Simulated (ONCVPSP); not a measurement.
**Logarithmic derivatives: Tm, ONCV**

```json
{"Element": "Tm", "Generator": "ONCVPSP 4.0.1", "Type": "optimised norm-conserving Vanderbilt (ONCV)", "Functional": "PW91", "Relativity": "fully relativistic", "Frozen core": "[Kr] 4d10", "Valence charge": "23", "Reference configuration": "4f13 5s2 5p6 6s1 (charge +1)", "Partial waves": "5s+6s: rc 2.92 bohr, ncon 4, nbas 7, qcut 4.8 1/bohr, 2 projectors; 5p: rc 1.70 bohr, ncon 3, nbas 7, qcut 6.5 1/bohr, 1 projector; d scattering state at 0.26 Ha: rc 2.10 bohr, ncon 3, nbas 6, qcut 5.1 1/bohr, 2 projectors, debl 2.2 Ha; 4f: rc 1.00 bohr, ncon 4, nbas 9, qcut 15 1/bohr, 2 projectors, debl 3.7 Ha", "Local potential": "polynomial inside 0.75 bohr (lpopt 5, dvloc0 3 Ha)", "Core correction": "none"}
```

Open shells are filled in proportion to 2j + 1.

In the d channel the program set the typed energies aside and used 0.050, 2.250 Ha (j = l + 1/2; the other j can differ).

The phase is arctan(r·R′/R) of the radial function R(r), unwrapped; energies in Ha, scanned from -4 to 5 Ha. A pole is an energy at which the radial function vanishes at the test radius. The pseudo phase is shifted by a multiple of π to meet the all-electron one at the reference energy, and phase errors are pseudo minus all-electron; the curves can meet again beyond the range given. Levels narrower than the energy grid can be missing from the lists of poles.

Q: For each channel, where are the poles, and over which energies does the pseudopotential scatter like the atom?

A:

```json
{"channel": "s", "radius (bohr)": "2.96", "reference energy (Ha)": "-0.34", "poles, all-electron": "-2.19, 0.76, 4.53", "poles, pseudo": "-2.19, 0.74, 3.27", "unbroken range about the reference energy with phases within 0.05 rad": "below 1.5", "phase error 1 Ha above the reference energy (rad)": "-0.003"}
{"channel": "p3/2", "radius (bohr)": "1.73", "reference energy (Ha)": "-1.18", "poles, all-electron": "0.22", "poles, pseudo": "0.20", "unbroken range about the reference energy with phases within 0.05 rad": "below 2.3", "phase error 1 Ha above the reference energy (rad)": "-0.001"}
{"channel": "p1/2", "radius (bohr)": "1.73", "reference energy (Ha)": "-1.39", "poles, all-electron": "-0.28", "poles, pseudo": "-0.28", "unbroken range about the reference energy with phases within 0.05 rad": "-3.9 to 2.2", "phase error 1 Ha above the reference energy (rad)": "+0.000"}
{"channel": "d5/2", "radius (bohr)": "2.13", "reference energy (Ha)": "0.05", "poles, all-electron": "0.97", "poles, pseudo": "0.97", "unbroken range about the reference energy with phases within 0.05 rad": "the whole range", "phase error 1 Ha above the reference energy (rad)": "-0.000"}
{"channel": "d3/2", "radius (bohr)": "2.13", "reference energy (Ha)": "0.05", "poles, all-electron": "0.90", "poles, pseudo": "0.90", "unbroken range about the reference energy with phases within 0.05 rad": "the whole range", "phase error 1 Ha above the reference energy (rad)": "-0.000"}
{"channel": "f7/2", "radius (bohr)": "1.02", "reference energy (Ha)": "-0.34", "poles, all-electron": "1.17", "poles, pseudo": "1.17", "unbroken range about the reference energy with phases within 0.05 rad": "the whole range", "phase error 1 Ha above the reference energy (rad)": "+0.000"}
{"channel": "f5/2", "radius (bohr)": "1.02", "reference energy (Ha)": "-0.39", "poles, all-electron": "1.09", "poles, pseudo": "1.09", "unbroken range about the reference energy with phases within 0.05 rad": "the whole range", "phase error 1 Ha above the reference energy (rad)": "+0.000"}
```

Note: ghosts flagged at negative energy: s at -303.3 eV, p3/2 at -144.6 eV, p1/2 at -109.8 eV; GHOST(+) flagged for d5/2 at 210.0 eV, d3/2 at 223.0 eV. A true bound ghost makes a file unfit for plane-wave use.

Phases in the p1/2 channel:

| E (Ha) | all-electron | pseudo |
| --- | --- | --- |
| -3.98 | 1.190 | 1.282 |
| -3.74 | 1.155 | 1.177 |
| -3.50 | 1.109 | 1.123 |
| -3.26 | 1.048 | 1.059 |
| -3.02 | 0.962 | 0.971 |
| -2.78 | 0.831 | 0.840 |
| -2.54 | 0.619 | 0.628 |
| -2.30 | 0.261 | 0.269 |
| -2.06 | -0.257 | -0.253 |
| -1.82 | -0.742 | -0.741 |
| -1.58 | -1.054 | -1.054 |
| -1.34 | -1.240 | -1.240 |
| -1.10 | -1.359 | -1.359 |
| -0.86 | -1.442 | -1.442 |
| -0.62 | -1.503 | -1.503 |
| -0.38 | -1.552 | -1.552 |
| -0.14 | -1.593 | -1.593 |
| 0.10 | -1.629 | -1.630 |
| 0.34 | -1.663 | -1.664 |
| 0.58 | -1.696 | -1.698 |
| 0.82 | -1.729 | -1.733 |
| 1.06 | -1.765 | -1.770 |
| 1.30 | -1.804 | -1.812 |
| 1.54 | -1.849 | -1.862 |
| 1.78 | -1.903 | -1.924 |
| 2.02 | -1.972 | -2.005 |
| 2.26 | -2.064 | -2.119 |
| 2.50 | -2.194 | -2.290 |
| 2.74 | -2.385 | -2.557 |
| 2.98 | -2.674 | -2.961 |
| 3.22 | -3.074 | -3.433 |
| 3.46 | -3.498 | -3.814 |
| 3.70 | -3.830 | -4.061 |
| 3.94 | -4.051 | -4.218 |
| 4.18 | -4.198 | -4.323 |
| 4.42 | -4.299 | -4.397 |
| 4.66 | -4.371 | -4.453 |
| 4.90 | -4.426 | -4.496 |
